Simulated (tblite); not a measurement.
A geometry optimisation, step by step.

Species: C5H11PSi.
Atom-mapped SMILES: `[CH2:1]=[CH:2][Si@H:3]([PH2:4])[CH:5]1[CH2:6][CH2:7]1` (hydrogens: H8, H9 on C1; H10 on C2; H11 on Si3; H12, H13 on P4; H14 on C5; H15, H16 on C6; H17, H18 on C7)

Computed with GFN2-xTB (tblite), gas phase: L-BFGS steps from a force-field or distance-geometry start until the largest atomic force falls under 0.01 eV/Å. 5 of its 118 geometries are shown.

Step 0: E = -556.1838 eV, largest atomic force 2.097 eV/Å
```
atom  x, y, z in Å  |  force x, y, z in eV/Å
C1     -2.327   -1.578    0.054   -0.161  -0.342  -0.324
C2     -1.361   -1.100   -0.728   -0.995  -1.067   0.190
Si3    -0.493    0.412   -0.210   -0.595   1.587   1.235
P4     -1.434    2.261   -1.019    0.044   0.546  -1.689
C5      1.287    0.469   -0.649    0.567   0.639  -0.621
C6      2.115   -0.756   -0.759    1.391  -0.243  -0.232
C7      2.203    0.072    0.488   -0.131   0.357   0.237
H8     -2.596   -1.042    0.968   -0.021  -0.441  -0.421
H9     -2.881   -2.494   -0.202    0.252   0.571   0.308
H10    -1.070   -1.610   -1.628   -0.088  -0.167  -0.170
H11    -0.592    0.516    1.269    0.020  -0.165  -0.003
H12    -1.050    3.415   -0.265   -0.965  -1.009   0.042
H13    -2.870    2.121   -1.164    1.180   0.371   1.012
H14     1.612    1.301   -1.311   -0.193  -0.498   0.686
H15     1.694   -1.770   -0.736    0.169   0.677   0.090
H16     3.014   -0.650   -1.403   -0.784  -0.396   0.262
H17     3.032    0.799    0.625   -0.462  -1.138   0.227
H18     1.707   -0.359    1.394    0.771   0.718  -0.830
```

Step 29: E = -557.2566 eV, largest atomic force 0.080 eV/Å
```
atom  x, y, z in Å  |  force x, y, z in eV/Å
C1     -2.370   -1.631    0.015    0.020  -0.027  -0.015
C2     -1.396   -1.075   -0.690   -0.030   0.063   0.002
Si3    -0.530    0.521   -0.172    0.039   0.053   0.013
P4     -1.391    2.247   -1.341   -0.003   0.014  -0.024
C5      1.317    0.548   -0.560    0.027   0.020  -0.011
C6      2.093   -0.727   -0.744   -0.017  -0.002   0.042
C7      2.308    0.095    0.478   -0.010   0.075   0.026
H8     -2.685   -1.221    0.963    0.008  -0.015  -0.040
H9     -2.894   -2.517   -0.309    0.012  -0.022  -0.006
H10    -1.113   -1.518   -1.639   -0.025   0.001   0.049
H11    -0.741    0.714    1.274   -0.001  -0.041   0.056
H12    -1.159    3.164   -0.333    0.022   0.026  -0.027
H13    -2.687    2.039   -0.917   -0.037  -0.026  -0.002
H14     1.641    1.384   -1.170    0.015  -0.001  -0.024
H15     1.552   -1.654   -0.643    0.035  -0.052  -0.006
H16     2.883   -0.754   -1.482   -0.080  -0.007  -0.004
H17     3.230    0.648    0.568    0.053   0.003   0.003
H18     1.932   -0.260    1.426   -0.028  -0.059  -0.031
```

Step 58: E = -557.2692 eV, largest atomic force 0.039 eV/Å
```
atom  x, y, z in Å  |  force x, y, z in eV/Å
C1     -2.328   -1.662   -0.004   -0.008   0.003   0.001
C2     -1.377   -1.026   -0.671   -0.012   0.000  -0.009
Si3    -0.533    0.571   -0.119    0.017  -0.011   0.033
P4     -1.424    2.227   -1.361   -0.024   0.004  -0.021
C5      1.309    0.558   -0.536    0.004   0.007  -0.009
C6      2.039   -0.744   -0.724   -0.006  -0.003  -0.012
C7      2.315    0.089    0.479   -0.006   0.007   0.001
H8     -2.675   -1.318    0.957    0.013   0.003   0.011
H9     -2.806   -2.552   -0.382    0.010  -0.005   0.009
H10    -1.079   -1.423   -1.635    0.014   0.006  -0.012
H11    -0.723    0.751    1.334   -0.017  -0.012  -0.021
H12    -1.151    3.229   -0.450    0.009   0.002   0.012
H13    -2.706    2.051   -0.874    0.011   0.008  -0.001
H14     1.644    1.368   -1.175    0.001   0.006  -0.005
H15     1.485   -1.661   -0.593   -0.010  -0.010   0.003
H16     2.794   -0.799   -1.494   -0.001  -0.013  -0.011
H17     3.262    0.604    0.539   -0.002   0.010   0.018
H18     1.947   -0.258    1.432    0.005  -0.002   0.012
```

Step 88: E = -557.2729 eV, largest atomic force 0.044 eV/Å
```
atom  x, y, z in Å  |  force x, y, z in eV/Å
C1     -2.246   -1.715    0.004    0.021   0.008   0.009
C2     -1.379   -1.016   -0.712   -0.027  -0.006   0.002
Si3    -0.557    0.592   -0.150    0.006  -0.041  -0.007
P4     -1.433    2.270   -1.373   -0.016   0.003  -0.019
C5      1.291    0.563   -0.544    0.004  -0.010  -0.006
C6      1.993   -0.758   -0.703    0.003   0.008   0.006
C7      2.277    0.090    0.488   -0.002  -0.015  -0.002
H8     -2.538   -1.405    0.996    0.005  -0.010  -0.009
H9     -2.704   -2.626   -0.353    0.021   0.037  -0.013
H10    -1.123   -1.373   -1.704   -0.009   0.014   0.017
H11    -0.768    0.743    1.302   -0.009   0.012   0.019
H12    -1.067    3.268   -0.488    0.008  -0.005   0.006
H13    -2.699    2.167   -0.825    0.023  -0.008  -0.001
H14     1.648    1.357   -1.192   -0.011   0.001  -0.002
H15     1.411   -1.657   -0.557    0.030   0.012  -0.011
H16     2.754   -0.848   -1.464   -0.023  -0.007   0.010
H17     3.236    0.586    0.550   -0.026   0.000   0.000
H18     1.896   -0.234    1.445    0.000   0.007  -0.001
```

Step 117: E = -557.2782 eV, largest atomic force 0.009 eV/Å
```
atom  x, y, z in Å  |  force x, y, z in eV/Å
C1     -2.096   -1.833    0.020   -0.006   0.003   0.005
C2     -1.461   -0.970   -0.757    0.003  -0.002   0.001
Si3    -0.612    0.609   -0.167    0.006   0.003   0.001
P4     -1.412    2.299   -1.423   -0.001   0.006  -0.005
C5      1.242    0.550   -0.538    0.000  -0.002  -0.001
C6      1.941   -0.776   -0.655   -0.001   0.000   0.001
C7      2.213    0.101    0.518   -0.002  -0.002   0.000
H8     -2.176   -1.685    1.085    0.008   0.003  -0.003
H9     -2.567   -2.725   -0.364   -0.002  -0.004  -0.004
H10    -1.416   -1.172   -1.822   -0.001   0.004   0.006
H11    -0.840    0.772    1.283    0.004  -0.002  -0.005
H12    -0.861    3.295   -0.637   -0.003  -0.003   0.000
H13    -2.627    2.374   -0.770   -0.001  -0.006   0.001
H14     1.606    1.326   -1.203    0.006  -0.004   0.002
H15     1.358   -1.671   -0.496   -0.002   0.004  -0.002
H16     2.710   -0.888   -1.406   -0.003   0.003   0.002
H17     3.170    0.598    0.579   -0.005  -0.001   0.001
H18     1.818   -0.197    1.477    0.002  -0.001   0.002
```

**Question.** Summarise the path.

**Answer.** The energy falls by 25.24 kcal/mol from step 0 to step 117; nine tenths of that is first reached at step 9. It falls at every step. The largest force goes from 2.097 to 0.009 eV/Å. Among the bonds C2–Si3 changes most, from 1.819 to 1.888 Å; the atoms move by 0.380 Å rms after alignment.

The cost below is that of the whole relaxation. On one thread, Arm Neoverse V1 (aarch64), no GPU, on a shared host, this took 0.92 s of wall time.
